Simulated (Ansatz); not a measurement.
CH6O3Sn, SMILES `C[O][SnH]([OH])[OH]`, relaxed with RKS PBE-D4/def2-SVP in the Gaussian-basis code of Ansatz from a rough embedded geometry. The force threshold is 0.03 eV/Å; the program also tests the step.

The species carries charge 0 and has multiplicity 1. Sn: def2 effective core potential.

Start:

```xyz
11

C    -0.522    0.661   -1.356
O     0.056   -0.540   -1.287
Sn    0.571   -0.808    0.616
O    -0.943   -0.743    1.731
O     1.903    0.552    1.133
H    -1.472    0.755   -0.740
H     0.164    1.512   -1.099
H    -0.859    0.876   -2.452
H     1.368   -2.373    0.775
H    -1.641   -1.279    1.350
H     1.375    1.388    1.328
```

| step | energy (eV) | largest force (eV/Å) | largest move (Å) |
| --- | --- | --- | --- |
| 1 | -13093.4480 | 3.947 | 0.000 |
| 2 | -13093.9735 | 1.157 | 0.177 |
| 3 | -13094.0261 | 0.533 | 0.116 |
| 4 | -13094.0396 | 0.164 | 0.108 |
| 5 | -13094.0417 | 0.240 | 0.086 |
| 6 | -13094.0430 | 0.092 | 0.033 |
| 7 | -13094.0438 | 0.013 | 0.025 |
| 8 | -13094.0444 | 0.037 | 0.038 |
| 9 | -13094.0448 | 0.088 | 0.038 |
| 10 | -13094.0454 | 0.094 | 0.036 |
| 11 | -13094.0455 | 0.128 | 0.083 |
| 12 | -13094.0464 | 0.067 | 0.016 |
| 13 | -13094.0468 | 0.018 | 0.015 |

End:

```xyz
11

C    -0.584    0.718   -1.512
O    -0.146   -0.589   -1.185
Sn    0.655   -0.911    0.628
O    -0.819   -0.846    1.994
O     1.831    0.625    1.137
H    -1.562    0.980   -1.040
H     0.148    1.510   -1.224
H    -0.724    0.775   -2.613
H     1.544   -2.377    0.541
H    -1.657   -1.116    1.568
H     1.315    1.230    1.707
```

It took 14 s on 4 threads of a server CPU on a shared host, with 0.16 GiB of host memory at the peak.
